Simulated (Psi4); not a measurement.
trisilane (H8Si3), singlet, at a GFN2-xTB geometry; FNO-CCSD(T)/STO-3G in Psi4.

Psi4 was given this input:
```
memory 2 GB

molecule mol {
0 1
Si    1.844347    0.778114   -0.032315
Si    0.164165   -0.812706   -0.092287
Si   -1.998435   -0.015297    0.118937
H     3.199017    0.233124   -0.147584
H     1.701845    1.753556   -1.117068
H     1.816064    1.543718    1.217351
H     0.413797   -1.824509    0.949779
H     0.276432   -1.592490   -1.337797
H    -2.320290    0.952466   -0.933897
H    -2.193734    0.681556    1.393588
H    -3.034216   -1.048978    0.054940
}

set {
  basis sto-3g
  reference rhf
}

energy('fno-ccsd(t)')
print_variables()
```

The log (banner, timings and long lists left out):

```
   => Loading Basis Set <=

    Name: STO-3G
    Role: ORBITAL
    Keyword: BASIS

         ---------------------------------------------------------
                                   SCF
               by Justin Turney, Rob Parrish, Andy Simmonett
                          and Daniel G. A. Smith
                              RHF Reference
         ---------------------------------------------------------

  ==> Geometry <==

    Molecular point group: c1
    Full point group: C1

    Geometry (in Angstrom), charge = 0, multiplicity = 1:

       Center              X                  Y                   Z               Mass
    ------------   -----------------  -----------------  -----------------  -----------------
         SI           1.842828037503     0.785634460167    -0.031461061706    27.976926534650
         SI           0.162646037503    -0.805185539833    -0.091433061706    27.976926534650
         SI          -1.999953962497    -0.007776539833     0.119790938294    27.976926534650
         H            3.197498037503     0.240644460167    -0.146730061706     1.007825032230
         H            1.700326037503     1.761076460167    -1.116214061706     1.007825032230
         H            1.814545037503     1.551238460167     1.218204938294     1.007825032230
         H            0.412278037503    -1.816988539833     0.950632938294     1.007825032230
         H            0.274913037503    -1.584969539833    -1.336943061706     1.007825032230
         H           -2.321808962497     0.959986460167    -0.933043061706     1.007825032230
         H           -2.195252962497     0.689076460167     1.394441938294     1.007825032230
         H           -3.035734962497    -1.041457539833     0.055793938294     1.007825032230

  Running in c1 symmetry.

  Rotational constants: A =      0.34211  B =      0.06451  C =      0.05731 [cm^-1]
  Rotational constants: A =  10256.21660  B =   1933.89741  C =   1718.06751 [MHz]
  Nuclear repulsion =  193.835725153353479

  Charge       = 0
  Multiplicity = 1
  Electrons    = 50
  Nalpha       = 25
  Nbeta        = 25

  ==> Algorithm <==

  SCF Algorithm Type is PK.
  DIIS enabled.
  MOM disabled.
  Fractional occupation disabled.
  Guess Type is SAD.
  Energy threshold   = 1.00e-08
  Density threshold  = 1.00e-08
  Integral threshold = 1.00e-12

  ==> Primary Basis <==

  Basis Set: STO-3G
    Blend: STO-3G
    Number of shells: 23
    Number of basis functions: 35
    Number of Cartesian functions: 35
    Spherical Harmonics?: true
    Max angular momentum: 1

  ==> Integral Setup <==

  Using in-core PK algorithm.
   Calculation information:
      Number of atoms:                  11
      Number of AO shells:              23
      Number of primitives:             69
      Number of atomic orbitals:        35
      Number of basis functions:        35

      Integral cutoff                 1.00e-12
      Number of threads:                 1

  Performing in-core PK
  Using 397530 doubles for integral storage.
  We computed 32620 shell quartets total.
  Whereas there are 38226 unique shell quartets.

  ==> DiskJK: Disk-Based J/K Matrices <==

    J tasked:                  Yes
    K tasked:                  Yes
    wK tasked:                  No
    Schwarz Cutoff:          1E-12

  Minimum eigenvalue in the overlap matrix is 2.8154515756E-01.
  Reciprocal condition number of the overlap matrix is 1.4161922038E-01.
    Using symmetric orthogonalization.

  ==> Pre-Iterations <==

  SCF Guess: Superposition of Atomic Densities via on-the-fly atomic UHF (no occupation information).

   -------------------------
    Irrep   Nso     Nmo
   -------------------------
     A         35      35
   -------------------------
    Total      35      35
   -------------------------

  ==> Iterations <==

                        Total Energy        Delta E     RMS |[F,P]|

   @RHF iter SAD:  -858.00556465735247   -8.58006e+02   0.00000e+00
   @RHF iter   1:  -861.48012168719902   -3.47456e+00   2.72974e-03 DIIS/ADIIS
   @RHF iter   2:  -861.48821837253740   -8.09669e-03   4.06236e-04 DIIS/ADIIS
   @RHF iter   3:  -861.48842212797831   -2.03755e-04   9.34024e-05 DIIS
   @RHF iter   4:  -861.48843616284955   -1.40349e-05   6.01224e-06 DIIS
   @RHF iter   5:  -861.48843620926539   -4.64158e-08   8.67885e-07 DIIS
   @RHF iter   6:  -861.48843621037145   -1.10606e-09   1.46856e-07 DIIS
   @RHF iter   7:  -861.48843621041453   -4.30873e-11   1.62751e-08 DIIS
   @RHF iter   8:  -861.48843621041431    2.27374e-13   1.21861e-09 DIIS
  Energy and wave function converged.

  ==> Post-Iterations <==

    Orbital Energies [Eh]
    ---------------------

    Doubly Occupied:

       1A    -67.950712     2A    -67.950710     3A    -67.938981
       4A     -5.939627     5A     -5.939509     6A     -5.931769
       7A     -3.965087     8A     -3.964996     9A     -3.964443
      10A     -3.964422    11A     -3.964261    12A     -3.964166
      13A     -3.956860    14A     -3.956178    15A     -3.955820
      16A     -0.728632    17A     -0.675747    18A     -0.608925
      19A     -0.440840    20A     -0.428016    21A     -0.418045
      22A     -0.417765    23A     -0.393751    24A     -0.349981
      25A     -0.313280

    Virtual:

      26A      0.356895    27A      0.446471    28A      0.454713
      29A      0.503790    30A      0.545945    31A      0.570889
      32A      0.590148    33A      0.596649    34A      0.641930
      35A      0.642563

    Final Occupation by Irrep:
              A
    DOCC [    25 ]
    NA   [    25 ]
    NB   [    25 ]

  @RHF Final Energy:  -861.48843621041431

   => Energetics <=

    Nuclear Repulsion Energy =            193.8357251533534793
    One-Electron Energy =               -1586.4832755015838757
    Two-Electron Energy =                 531.1591141378161183
    Total Energy =                       -861.4884362104143065

Computation Completed

Properties will be evaluated at   0.000000,   0.000000,   0.000000 [a0]

Properties computed using the SCF density matrix

 Multipole Moments:

 ------------------------------------------------------------------------------------
     Multipole            Electronic (a.u.)      Nuclear  (a.u.)        Total (a.u.)
 ------------------------------------------------------------------------------------

 L = 1.  Multiply by 2.5417464519 to convert [e a0] to [Debye]
 Dipole X            :          0.1576513           -0.1435344            0.0141169
 Dipole Y            :         -0.7804680            0.7105748           -0.0698932
 Dipole Z            :         -0.0886259            0.0806893           -0.0079366
 Magnitude           :                                                    0.0717450

 ------------------------------------------------------------------------------------

 MINTS: Wrapper to libmints.
   by Justin Turney

   Calculation information:
      Number of threads:                 1
      Number of atoms:                  11
      Number of AO shells:              23
      Number of SO shells:              23
      Number of primitives:             69
      Number of atomic orbitals:        35
      Number of basis functions:        35

      Number of irreps:                  1
      Integral cutoff                 1.00e-12
      Number of functions per irrep: [  35 ]

 OEINTS: Overlap, kinetic, potential, dipole, and quadrupole integrals
         stored in file 35.

      Computed 164376 non-zero two-electron integrals.
        Stored in file 33.

Traceback (most recent call last):
  File "psi4", line 375, in <module>
  File "<string>", line 32, in <module>
  File "site-packages/psi4/driver/driver.py", line 533, in energy
  File "site-packages/psi4/driver/procrouting/proc.py", line 939, in select_fnoccsd_t_
  File "site-packages/psi4/driver/procrouting/proc.py", line 5712, in run_fnocc

RuntimeError:
Fatal Error: ndocc must be less than nvirt
The most recent 5 function calls were:

psi::PsiException::PsiException(std::__cxx11::basic_string<char, std::char_traits<char>, std::allocator<char> >, char const*, int)

Printing out the relevant lines from the Psithon --> Python processed input file:
    H    -3.034216   -1.048978    0.054940
    ""","mol")
    core.IO.set_default_namespace("mol")
    core.set_global_option("BASIS", "sto-3g")
    core.set_global_option("REFERENCE", "rhf")
--> energy('fno-ccsd(t)')
    print_variables()

!----------------------------------------------------------------------------------!
!                                                                                  !
! Fatal Error: ndocc must be less than nvirt                                       !
! The most recent 5 function calls were:                                           !
! psi::PsiException::PsiException(std::__cxx11::basic_string<char,                 !
!     std::char_traits<char>, std::allocator<char> >, char const*, int)            !
!                                                                                  !
!----------------------------------------------------------------------------------!
```

The run crashed.
